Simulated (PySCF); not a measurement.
A geometry optimisation on `B[PH][GeH3]`.

Computed with PBE0-D3(BJ)/def2-SVP geometry optimisation, gas phase (PySCF 2.14.0). Start geometry: GFN2-xTB. The input is one job of a driver script: a line of settings, then coordinates in Å.

Input:
```
{"job": {"xc": "PBE0", "basis": "def2-SVP", "d3": "d3bj", "grid": 1, "maxiter": 30, "shake": 0.01, "kind": "geom"}, "charge": 0, "multiplicity": 1}
B     -1.715540    -0.377350    -0.280480
P     -0.625300     0.301700     1.023070
Ge     1.339860     0.424510    -0.110610
H     -2.375800    -1.283890    -0.090690
H     -1.851290     0.244270    -1.292170
H     -0.338230    -0.824050     1.765070
H      1.801150    -0.779730    -0.897340
H      2.474640     0.687500     0.883700
H      1.348320     1.589890    -1.034260
```

Output:
```
step   0  E = -2445.96684451  max force = 0.030644
step   1  E = -2445.97420644  max force = 0.005231
step   2  E = -2445.97461671  max force = 0.001247
step   3  E = -2445.97470875  max force = 0.001347
step   4  E = -2445.97478094  max force = 0.001657
step   5  E = -2445.97481541  max force = 0.000972
step   6  E = -2445.97484472  max force = 0.000350
step   7  E = -2445.97486473  max force = 0.000745
step   8  E = -2445.97487535  max force = 0.000727
step   9  E = -2445.97488134  max force = 0.000526
step  10  E = -2445.97488776  max force = 0.000302
optimisation converged
```

Energies in Eh; «max force» is the largest Cartesian gradient component in Eh/bohr.

Task: Give the first gradient maximum in eV/Å.

Result: With 1 Eh/bohr = 51.422 eV/Å, 1.576 eV/Å.

Task: How much energy does the optimisation release, in kcal/mol?

Result: E(step 0) − E(last step) = 0.008043 Eh, which is 5.0 kcal/mol.

Summary of the converged run: final energy -2445.97489 Eh after 10 steps; dipole 1.15 D.

Task: Where do the atoms end?

Result: 0.177 Å rms from the input after alignment:
```
atom  x, y, z in Å
B1    -1.8898   -0.4613   -0.2801
P2    -0.6408    0.0586    0.9842
Ge3    1.3326    0.4756   -0.1313
H4    -2.6864   -1.3296   -0.0242
H5    -1.9844    0.1839   -1.2967
H6    -0.3588   -1.0929    1.7647
H7     1.8711   -0.7656   -0.8637
H8     2.3721    0.9509    0.8975
H9     1.0305    1.5958   -1.1367
```

On Intel Xeon Platinum 8488C, one thread, shared host with 192 logical CPUs at a one-minute load of 66, this took 31 s and 0.40 GiB of memory at its peak.
Labels such as C1 count atoms from 1, the log's own numbers from 0.
